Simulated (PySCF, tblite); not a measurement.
A database entry of computed molecular properties. Lists by class give the value and the number of equivalent atoms.

```json
{
 "formula": "C7H9N2",
 "smiles": "C=CCCC1=NC=C[N]1",
 "charge": 0,
 "multiplicity": 2,
 "geometry_level": "GFN2-xTB",
 "atoms_angstrom": [
  ["C", 3.433, -0.223, 0.128],
  ["C", 2.409, 0.52, -0.253],
  ["C", 1.03, 0.4, 0.301],
  ["C", 0.048, -0.077, -0.804],
  ["C", -1.305, -0.146, -0.243],
  ["N", -1.81, -1.255, 0.359],
  ["C", -3.022, -0.911, 0.734],
  ["C", -3.242, 0.465, 0.36],
  ["N", -2.157, 0.914, -0.23],
  ["H", 4.416, -0.095, -0.291],
  ["H", 3.331, -0.983, 0.885],
  ["H", 2.534, 1.271, -1.023],
  ["H", 0.686, 1.372, 0.661],
  ["H", 1.008, -0.312, 1.126],
  ["H", 0.357, -1.066, -1.144],
  ["H", 0.069, 0.638, -1.627],
  ["H", -3.684, -1.581, 1.247],
  ["H", -4.11, 1.074, 0.522]
 ],
 "electronic_structure_code": "PySCF",
 "results": {
  "GFN2-xTB geometry": {
   "point_group": "C1",
   "rotational_constants_GHz": [5.764, 0.767, 0.719]
  },
  "GFN2-xTB harmonic vibrations, gas phase": {
   "strongest_ir_bands_cm-1_km_per_mol_modes": [
    [970.5, 42.0, 1],
    [1006.4, 62.1, 1],
    [1255.0, 54.2, 1],
    [1482.5, 103.7, 1],
    [3127.7, 45.2, 1],
    [3165.3, 40.9, 1]
   ],
   "zpe_kcal_per_mol": 89.3
  },
  "UKS B3LYP, pcH-1 on C H N, non-relativistic, mean-field spin-orbit, GIAO": {
   "g_iso": 2.00241,
   "g_tensor": [2.0021, 2.00213, 2.00299],
   "s2": 0.761,
   "a_iso_by_class_MHz": [
    ["13C", 48.7, 1],
    ["13C", 40.2, 1],
    ["1H", -26.9, 1],
    ["1H", -26.8, 1],
    ["13C", 20.6, 1]
   ],
   "spin_populations_mulliken_by_atom": [0.01, 0.0, 0.04, -0.04, 0.45, -0.07, 0.34, 0.34, -0.07, 0.0, 0.0, 0.0, 0.0, 0.0, 0.01, 0.01, -0.02, -0.02]
  }
 }
}
```

With B = h/(8π²I), that is 505.379 GHz u Å² over I, the principal moments of inertia are 87.7, 658.5 and 703.0 u Å² (most abundant isotopes). The rotational constants make it an asymmetric top with κ = (2B − A − C)/(A − C) = -0.98, nearer the prolate limit (−1). ⟨S²⟩ is 0.011 above the pure-spin value S(S + 1) = 0.75. At 9.50 GHz, hν = g·μB·B₀ (B₀ the magnetic field) puts the centre of the isotropic spectrum, to first order, at 339.0 mT.

 In GFN2-xTB open shells enter through the occupations alone, without spin polarisation, so single modes can be far off. Hyperfine couplings depend on the geometry, which wasn't re-optimised at a DFT level. Couplings of like nuclei are plain means over topologically equivalent atoms, as if these changed places fast (by rotation of a methyl-like group, say); in this geometry the members of some sets differ.

For the EPR job (B3LYP), hardware: one thread of an Arm Neoverse V1, shared host with 32 logical CPUs at a one-minute load of 36. Cost: 1.9 min of wall time (with the writing of density and orbital grids), 0.98 GiB resident at most.

Shape of the structure used: `[CH2:1]=[CH:2][CH2:3][CH2:4][C:5]1=[N:6][CH:7]=[CH:8][N:9]1`: C1–C2–C3–C4 -115°, C2–C3–C4–C5 -178°, C3–C4–C5–N6 -89°.

One conformer stands for the species.
